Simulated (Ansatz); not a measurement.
C₅H₁₁Te, doublet, geometry from GFN2-xTB (all electrons, no relativity); Ansatz (a quantum-chemistry and plane-wave program) with CASSCF(5,6)/STO-3G.

Ansatz was given this input:
Ansatz 0.2 input:
```yaml
crystal:
  periodic: [false, false, false]
  atoms:
    - {symbol: C, position_ang: [2.40055625, -0.93735142, 0.96765967]}
    - {symbol: C, position_ang: [1.78552164, -0.64797817, -0.35711386]}
    - {symbol: Te, position_ang: [0.10207250, 0.53387914, -0.62517292]}
    - {symbol: C, position_ang: [-1.04868510, -0.30619666, 1.04410874]}
    - {symbol: C, position_ang: [-1.27511004, -1.78832707, 0.82870597]}
    - {symbol: C, position_ang: [-2.35660244, 0.45007653, 1.16522204]}
    - {symbol: H, position_ang: [1.65471601, -0.99335922, 1.75683113]}
    - {symbol: H, position_ang: [3.13545585, -0.17478841, 1.24808694]}
    - {symbol: H, position_ang: [2.93138746, -1.89013869, 0.92821108]}
    - {symbol: H, position_ang: [2.47524551, -0.60107964, -1.18742393]}
    - {symbol: H, position_ang: [-0.45995057, -0.15009925, 1.94846363]}
    - {symbol: H, position_ang: [-1.79190943, -2.21989405, 1.68662512]}
    - {symbol: H, position_ang: [-1.88600349, -1.95593613, -0.05641243]}
    - {symbol: H, position_ang: [-0.32992368, -2.31063125, 0.69784932]}
    - {symbol: H, position_ang: [-2.93518714, 0.06839047, 2.00651424]}
    - {symbol: H, position_ang: [-2.18176596, 1.51236404, 1.32596974]}
    - {symbol: H, position_ang: [-2.95391621, 0.33211791, 0.26278191]}
basis:
  gaussian:
    orbitals: STO-3G
hamiltonian:
  xc: hf
correlation: {active_space: {window: {electrons: 5, orbitals: 6}}}
magnetization: {spin_polarized: false, initial_magnetization: 1}
```

What the program printed (banner, timings and long lists left out):

```
Functional definition: HF
806 factors; integrals over basis functions are off by at most 4.4e-5 eV
mean field evaluation 1: about -183416.9040 eV, gradient 1.9e1 eV
mean field evaluation 2: about -183417.1838 eV, gradient 1.9e1 eV
mean field evaluation 4: about -183419.1841 eV, gradient 1.9e0 eV
mean field evaluation 8: about -183419.2047 eV, gradient 1.9e-2 eV
mean field -183419.20467309 eV, -6740.5314457339 hartree, gradient 1.7e-6 eV, S^2 0.750000; 0 other end points of the search recorded, 0 dependent functions left out
reference -183419.20467309 eV, -6740.5314457339 hartree; 47, 46 occupied and 16, 17 virtual orbitals, 806 factors
state -183420.26003972 eV, -6740.5702297422 hartree
2 active orbitals were swapped for others, from the solution at -183420.20284344 eV, -6740.5681278174 hartree to that at -183420.21055146 eV, -6740.5684110822 hartree; typed "places" are swapped only where nearly empty or full, and so, without "given_window_search", are "orbital_numbers", "shells" and a window whose orbitals a file names under [Active]
1 active orbitals were swapped for others, from the solution at -183420.21055146 eV, -6740.5684110822 hartree to that at -183420.21398467 eV, -6740.5685372502 hartree; typed "places" are swapped only where nearly empty or full, and so, without "given_window_search", are "orbital_numbers", "shells" and a window whose orbitals a file names under [Active]
2 active orbitals were swapped for others, from the solution at -183420.21398467 eV, -6740.5685372502 hartree to that at -183420.26003972 eV, -6740.5702297422 hartree; typed "places" are swapped only where nearly empty or full, and so, without "given_window_search", are "orbital_numbers", "shells" and a window whose orbitals a file names under [Active]
1 active orbitals were swapped for others, from the solution at -183420.25628182 eV, -6740.5700916419 hartree to that at -183420.26003972 eV, -6740.5702297422 hartree; typed "places" are swapped only where nearly empty or full, and so, without "given_window_search", are "orbital_numbers", "shells" and a window whose orbitals a file names under [Active]
Total energy: -183420.26003972 eV, -6740.5702297422 hartree
```
